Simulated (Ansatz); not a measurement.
Species: YBr$_{2}$, net charge 0, doublet state. SMILES: [Br][Y][Br]
Geometry from a B3LYP-D3(BJ)/def2-TZVP (Ansatz, an electronic-structure program) optimisation:
```xyz
3

Y      0.4311     0.3803     0.4286
Br    -0.4145     1.6220    -1.6906
Br    -0.0658    -2.0458     1.2130
```
Charge 0, spin multiplicity 2.

Quantity: size of the dipole moment, in D. Terms: no spin-orbit coupling; LANL2DZ with its own core potentials from Na on; STO-3G and 3-21G all-electron and non-relativistic; UHF or UKS for open shells; dispersion terms only where a functional's name holds one. Ab initio and DFT rows: single points at B3LYP-D3(BJ) geometries (Ansatz).

```json
[
 {"level": "SVWN5/LANL2DZ", "program": "Ansatz", "size of the dipole moment (D)": "3.20"},
 {"level": "PBE/3-21G", "program": "Ansatz", "size of the dipole moment (D)": "3.05"},
 {"level": "PBE/LANL2DZ", "program": "Ansatz", "size of the dipole moment (D)": "3.59"},
 {"level": "BLYP/LANL2DZ", "program": "Ansatz", "size of the dipole moment (D)": "3.37"},
 {"level": "B3LYP/STO-3G", "program": "Ansatz", "size of the dipole moment (D)": "2.40"},
 {"level": "B3LYP/LANL2DZ", "program": "Ansatz", "size of the dipole moment (D)": "3.80"}
]
```

No value to compare with is used here. The 6 habitual levels span 2.40 (B3LYP/STO-3G) to 3.80 D (B3LYP/LANL2DZ).

The levels are drawn from those run, B3LYP/6-31G* more often than the rest, none by its result; left out are runs that failed, that the program found above a lower state of the same kind, or whose <S^2> lies over 0.5 above the pure value.
